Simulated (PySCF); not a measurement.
A side-by-side comparison of computed properties.

First species: C₅H₄F₄O.
SMILES: `O=C(F)C1(C(F)(F)F)CC1`

Second species: C5H4F4O.
Structure used (GFN2-xTB), in Å, numbered top down from 1:
```xyz
14
C5H4F4O angstrom
C     -0.3669    1.3246    0.5630
C     -0.6456    0.2284   -0.1258
O      0.1528   -0.4505   -1.0003
C      1.5041   -0.4988   -0.8582
C      2.2492   -0.4345    0.2368
F      1.7660   -0.2387    1.4751
C     -2.0232   -0.4069   -0.1128
F     -1.9745   -1.6961    0.2480
F     -2.8579    0.2030    0.7353
F     -2.6040   -0.3684   -1.3211
H      0.6031    1.7855    0.5285
H     -1.1090    1.7775    1.1925
H      1.9831   -0.6960   -1.8059
H      3.3224   -0.5296    0.2228
```

Levels: PBE0/def2-SVPD for dipole moment, HOMO energy, LUMO energy, HOMO–LUMO gap, static isotropic polarisability and electronic spatial extent ⟨r²⟩ about the centre of nuclear charge; TDDFT PBE0/def2-SVPD for lowest singlet excitation; TDA PBE0/def2-SVPD for lowest triplet excitation (Tamm–Dancoff); GFN2-xTB for rotational constant A and rotational constant C. Geometries: GFN2-xTB. Each species is one conformer at its optimised geometry, gas phase, non-relativistic unless stated; the electronic structure was computed with PySCF and density fitting.

The conformers computed, where there is a choice (atom-mapped SMILES and torsion angles):
- `[O:1]=[C:2]([F:3])[C:4]1([C:5]([F:6])([F:7])[F:8])[CH2:9][CH2:10]1`: O1–C2–C4–C5 180°, C2–C4–C5–F6 61°
- `[CH2:1]=[C:2]([O:3]/[CH:4]=[CH:5]\[F:6])[C:7]([F:8])([F:9])[F:10]`: C1–C2–O3–C4 32°, C2–O3–C4–C5 29°, C1–C2–C7–F8 -125°

```csv
property,column X,column Y
dipole moment,3.32 D,3.12 D
HOMO energy,-7.33 eV,-9.61 eV
LUMO energy,-0.75 eV,-1.11 eV
HOMO–LUMO gap,6.58 eV,8.50 eV
lowest singlet excitation,5.64 eV,6.14 eV
lowest triplet excitation (Tamm–Dancoff),3.98 eV,5.58 eV
static isotropic polarisability,67.2 au,61.4 au
electronic spatial extent ⟨r²⟩ about the centre of nuclear charge,1449 bohr²,1196 bohr²
rotational constant A,2.524 GHz,1.914 GHz
rotational constant C,0.770 GHz,0.964 GHz
```

Task: Which column belongs to which species?

Result: Column X is the second species and column Y the first. The first has 14 atoms and 78 electrons, the second 14 and 78.

Task: How does each property change from the first species to the second?

Result: dipole moment +0.20 D; HOMO energy +2.28 eV; LUMO energy +0.36 eV; HOMO–LUMO gap -1.92 eV; lowest singlet excitation -0.50 eV; lowest triplet excitation (Tamm–Dancoff) -1.60 eV; static isotropic polarisability +5.8 au; electronic spatial extent ⟨r²⟩ about the centre of nuclear charge +253 bohr²; rotational constant A +0.610 GHz; rotational constant C -0.194 GHz.

On the first: The 8 singlets span 6.14 to 9.35 eV, and their oscillator strengths add up to 0.28. The dipole equals about 10.4 × 10⁻³⁰ C·m (1 D = 3.33564 × 10⁻³⁰ C·m).

On the second: In atomic units the dipole is 1.31 e·bohr (1 au = 2.5417 D). The polarisability is 9.96 Å³ as a volume (1 au = 0.148185 Å³), or 0.86 au for each of the 78 electrons.
